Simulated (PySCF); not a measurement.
## Peak assignment

Structure with atom numbers: `[CH3:1]/[C:2](=[N:3]\[CH2:4][SiH3:5])[C:6]([F:7])([F:8])[F:9]` (H(Xn): hydrogen on atom n).

Computational details: GFN2-xTB structure, NMR shieldings at PBE0/pcSseg-1/GIAO, in PySCF 2.14 (no relativistic terms, one computed conformer, isolated molecule, rapidly exchanging positions averaged).

Chemical shifts δ = σref − σ; ¹³C (σ = 186.93 ppm) and ¹H (σ = 31.72 ppm) against TMS, all at this level.

**Question.** Assign these signals to the numbered atoms. ¹³C{¹H} NMR (computed): δ 157.1, 129.6, 40.8, 11.0.

**Answer.** 
```tsv
δ (ppm)	atoms	environment	reason
157.1	C2	C=N carbon	–
129.6	C6	CF3 carbon	3 electronegative neighbours deshield it
40.8	C4	sp3 CH2 bonded to N and Si	pulled downfield by the heteroatom
11.0	C1	methyl carbon	saturated and bonded to C and H only
```

**Question.** Assign these signals to the numbered atoms. ¹H NMR (400 MHz, computed): δ 3.96 (m, 2H), 3.89 (m, 3H), 2.05 (s, 3H).

**Answer.** 
3.96 → H(C4), hydrogen on an sp3 CH2 bonded to N and Si: its carbon carries N, which withdraws density
3.89 → H(Si5), hydrogen on a silicon bonded to C
2.05 → H(C1), hydrogen on a methyl carbon

H(C4) and H(Si5) lie closer than the usual error of such a calculation, so a measured spectrum could show them in the other order.

Splittings by ¹⁹F in the carbon and heteronuclear signals aren't shown, as no couplings were computed. Shifts are as computed. Against solution values, carbons near 30 ppm lie about +3 ppm off and those near 130 ppm about +5 ppm. Of 1211 compounds with measured shifts, 218 miss one by over three times the rms of a fit or turn the order of signals round; such compounds aren't used in these exercises. Multiplicities follow the n + 1 count of equivalent neighbours, as no J values were calculated; m marks all less simple cases, F and P coupling included.
